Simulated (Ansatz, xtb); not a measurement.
**Relative energy of two spin states of C4H4BClS**

Structure I: `SC1=CC=CB1Cl`, a singlet. Structure II: the triplet with the links of `SC1=CC=CB1Cl`. Both are isolated molecules in the gas phase, relaxed with B3LYP-D3(BJ)/def2-SVP; the shapes shown needn't be the lowest conformers.

I (Å):

```tsv
atom	x (Å)	y (Å)	z (Å)
C	-1.3055	0.2944	-0.9086
C	-0.9906	1.5811	-0.6261
C	-0.1416	1.6561	0.6066
C	0.1263	0.4495	1.1665
B	-0.5984	-0.5654	0.2461
Cl	-0.6852	-2.3114	0.3613
S	-2.2670	-0.3036	-2.2334
H	-2.1624	-1.6118	-1.8994
H	-1.2894	2.4697	-1.1870
H	0.2095	2.6218	0.9866
H	0.7257	0.3046	2.0644
```

II (Å):

```json
{"atom": "C", "x (Å)": "-1.2763", "y (Å)": "0.2270", "z (Å)": "-0.8566"}
{"atom": "C", "x (Å)": "-0.9566", "y (Å)": "1.6146", "z (Å)": "-0.5809"}
{"atom": "C", "x (Å)": "-0.1639", "y (Å)": "1.7144", "z (Å)": "0.5660"}
{"atom": "C", "x (Å)": "0.1013", "y (Å)": "0.4330", "z (Å)": "1.1322"}
{"atom": "B", "x (Å)": "-0.6033", "y (Å)": "-0.6092", "z (Å)": "0.2448"}
{"atom": "Cl", "x (Å)": "-0.6778", "y (Å)": "-2.3775", "z (Å)": "0.3810"}
{"atom": "S", "x (Å)": "-2.2368", "y (Å)": "-0.2616", "z (Å)": "-2.1951"}
{"atom": "H", "x (Å)": "-2.1814", "y (Å)": "-1.5912", "z (Å)": "-1.9296"}
{"atom": "H", "x (Å)": "-1.2871", "y (Å)": "2.4645", "z (Å)": "-1.1828"}
{"atom": "H", "x (Å)": "0.1982", "y (Å)": "2.6648", "z (Å)": "0.9645"}
{"atom": "H", "x (Å)": "0.7048", "y (Å)": "0.3064", "z (Å)": "2.0335"}
```

Q: Estimate E(II) − E(I) at the level CCSD(T)/def2-SVP + ΔMP2/def2-TZVPP.

A: Calculated at CCSD(T)/def2-SVP + ΔMP2/def2-TZVPP: E(II) − E(I) = +21.3 kcal/mol, so structure I lies lower.

How the difference moves with the method:

| level | geometry | E(II) − E(I) (kcal/mol) | departure from the last row (kcal/mol) | job, with rough time for the two |
| --- | --- | --- | --- | --- |
| B3LYP-D3(BJ)/def2-SVP | B3LYP-D3(BJ)/def2-SVP | +15.2 | −6.1 | optimisation, 67 s |
| HF/def2-SVP | B3LYP-D3(BJ)/def2-SVP | +6.7 | −14.6 | part of the CCSD(T) run |
| MP2/def2-SVP | B3LYP-D3(BJ)/def2-SVP | +25.4 | +4.1 | part of the CCSD(T) run |
| CCSD(T)/def2-SVP | B3LYP-D3(BJ)/def2-SVP | +20.7 | −0.6 | single point |
| CCSD(T)/def2-SVP + ΔMP2/def2-TZVPP | B3LYP-D3(BJ)/def2-SVP | +21.3 |  | single point, 2.1 min |

None of the levels shown reverses the order. The largest departure from CCSD(T)/def2-SVP + ΔMP2/def2-TZVPP is that of HF/def2-SVP, 14.6 kcal/mol. Levels run at GFN2-xTB geometries aren't shown. The last row adds to CCSD(T) the change of the MP2 difference between the two basis sets, here +0.6 kcal/mol.

With thermal terms from frequencies at re-optimised GFN2-xTB minima (ideal gas, soft modes damped towards free rotors, one conformer each, 298.15 K, 1 atm): on the last row, ΔE + ΔZPE = +20.9, ΔH = +20.9, ΔG = +21.0 kcal/mol.

Open shells are spin-unrestricted. The correlated steps freeze 15 core orbitals. ΔG holds the spin degeneracy. Programs: Ansatz 0.2.0, xtb 6.7.1; the last row on 2 threads of Intel(R) Xeon(R) Platinum 8488C (Sapphire Rapids) on a shared host.
